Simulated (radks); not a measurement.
Q: These are the eigenvalues of the occupied orbitals of an atom or ion with whole-number occupations (eV). All-electron calculation, Dirac Kohn-Sham, XLYP, spin-unpolarised, spherical densities, finite nucleus; Fermi nuclear charge, rms radius of each element as measured or else 0.836 A^(1/3) + 0.57 fm. Program: a radial shooting solver on a logarithmic mesh with Libxc functionals.

| orbital | eigenvalue |
|---|---|
| 1s1/2 | -27791.81 |
| 2s1/2 | -4202.105 |
| 2p1/2 | -3922.440 |
| 2p3/2 | -3711.420 |
| 3s1/2 | -836.9317 |
| 3p1/2 | -724.0527 |
| 3p3/2 | -685.9329 |
| 3d3/2 | -486.1809 |
| 3d5/2 | -478.3682 |
| 4s1/2 | -167.5753 |
| 4p1/2 | -130.4615 |
| 4p3/2 | -123.6558 |
| 4d3/2 | -65.5192 |
| 4d5/2 | -64.5691 |

Which element is it, and in what charge state? The configuration may be excited. Open shells, if any, fill j = l - 1/2 first.

A: Z = 49, indium, charge +4: In4+ in [Kr] 4d9. The list shows which subshells hold electrons but not how many an open one holds; the 1s level, -1021.3 hartree, gives Z - s = 45.2 by -(Z - s)^2/2, which with screening and relativity narrows Z to a few neighbours, and the depths of the outer levels then fix element, charge and occupations together.
